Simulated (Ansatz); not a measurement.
Coupled-cluster diagnostics for WO2Cl2 (WCl2O2), Ansatz.

Geometry of the singlet (r2SCAN-D4/def2-SVP):

Cartesian coordinates in Å:
```
W -0.011 0.024 0.074
O -1.172 1.143 0.626
O 0.865 -0.462 1.452
Cl 1.402 1.079 -1.362
Cl -1.084 -1.784 -0.790
```

In the def2 sets W takes a core potential; there is no spin–orbit coupling. Correlated methods freeze 12 core orbitals; core or outer-core shells of W are correlated, in sets that lack core-valence functions.

Q: Estimate the CCSD(T) correlation energy, the shares of MP2 and (T), T1 and the reference's ⟨S²⟩ for: charge 0, singlet, own geometry in def2-TZVPP; and the rough time on 4 threads of Arm Neoverse V2 on a shared host.

A: 
```
                          state       basis  correlation (eV)  MP2 share (%)  (T) share (%)     T1  ⟨S²⟩ (pure)  wall time                         remarks
charge 0, singlet, own geometry  def2-TZVPP           -38.279           98.2            5.8  0.023  0.00 (0.00)       98 s  test for broken spin undecided
```
Customary marks for T1 are 0.02 (closed shells), 0.045 (open shells) and about 0.05 (3d metals). T1 exceeds 0.02 in 1 of 1 rows and 0.045 in 0; the higher it lies, the less the single-reference result can be trusted.
